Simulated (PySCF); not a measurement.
C2H4N (SMILES [CH]=NC), doublet (typed; the unrestricted solution is spin-contaminated), at the geometry optimised at the base level; HF/6-31G, frequencies (PySCF).

The PySCF input:
```python
from pyscf import gto, scf
from pyscf.hessian import thermo

mol = gto.M(
    atom='''
C     1.29757951   -0.10132748   -0.18581616
N     0.09594280   -0.41938202   -0.33546839
C    -1.03901923    0.26687381    0.29387000
H     1.79915986    0.67222307    0.37717500
H    -1.69590573    0.62118737   -0.48719030
H    -1.58285122   -0.45303423    0.88806891
H    -0.74336422    1.10201994    0.92190206
''',
    basis='6-31g',
    spin=1,
    verbose=3,
)

mf = scf.UHF(mol)
mf.kernel()
hess = mf.Hessian().kernel()
freq = thermo.harmonic_analysis(mf.mol, hess)
print('frequencies / cm-1', freq['freq_wavenumber'].round(1))
th = thermo.thermo(mf, freq['freq_au'], 298.15, 101325)
thermo.dump_thermo(mf.mol, th)
```

Problem. Write the output that PySCF gives for this input, abridged.

Solution. 
```
converged SCF energy = -132.362446637879  <S^2> = 0.9845847  2S+1 = 2.2222373
frequencies / cm-1 [ 177.2  400.1  824.2  953.4 1153.3 1223.1 1262.9 1539.8 1617.8 1643.8
 1655.2 3176.3 3258.9 3272.5 3300.2]
temperature 298.1500 [K]
pressure 101325.00 [Pa]
Rotational constants [GHz] 61.05978 10.90684 9.80743
Symmetry number 1
Zero-point energy (ZPE) 0.05800 [Eh]   152276.955 [J/mol]
                           tot       elec      trans        rot        vib
Entropy [J/mol/K]       266.561      5.763    155.379     89.643     15.775
Cv [J/mol/K]             46.619      0.000     12.472     12.472     21.676
Cp [J/mol/K]             54.934      0.000     20.786     12.472     21.676
Internal energy [J/mol]                      3718.434   3718.434 155121.027
Internal energy [Eh]   -132.30053  -132.36245
Enthalpy [J/mol]                             6197.391   3718.434 155121.027
Enthalpy [Eh]          -132.29959
Gibbs free energy [J/mol]                  -40128.852 -23008.768 150417.589
Gibbs free energy [Eh] -132.32986
```
